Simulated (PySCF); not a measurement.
**MSb for M along the halogens**

PBE0 with triple-zeta basis sets in PySCF, for the lowest determinant that a PBE0 search found; no spin–orbit coupling. De refers to high-spin ground-configuration atoms. A positive dipole means M(−)Sb(+).

```csv
M,basis,state (unpaired electrons),Re (Å),ωe (cm⁻¹),De (eV),μ (D)
F,def2-TZVPP,triplet (π ↑↑),1.920,614,4.08,2.40
Cl,def2-TZVPP,triplet (π ↑↑),2.338,375,3.20,2.09
Br,x2c-TZVPPall,triplet (π ↑↑),2.486,262,2.84,1.84
I,def2-TZVPP,triplet (π ↑↑),2.683,210,2.42,1.44
```

The shortest bond is that of SbF (1.920 Å), the longest that of SbI (2.683 Å). SbF is bound most strongly (4.08 eV) and SbI least (2.42 eV).

The rows differ in basis set, which adds steps of its own.

Relativity is treated differently too: F scalar-relativistic core potentials; Cl scalar-relativistic core potentials; Br spin-free X2C; I scalar-relativistic core potentials.

Down a group bonds as a rule get longer and wavenumbers fall, partly through the reduced mass; this series shows no clear exception.

These are scalar-relativistic numbers at best; spin–orbit coupling would shift them, the dissociation energy most. States were picked by a PBE0 search and need not be the measured ground states.
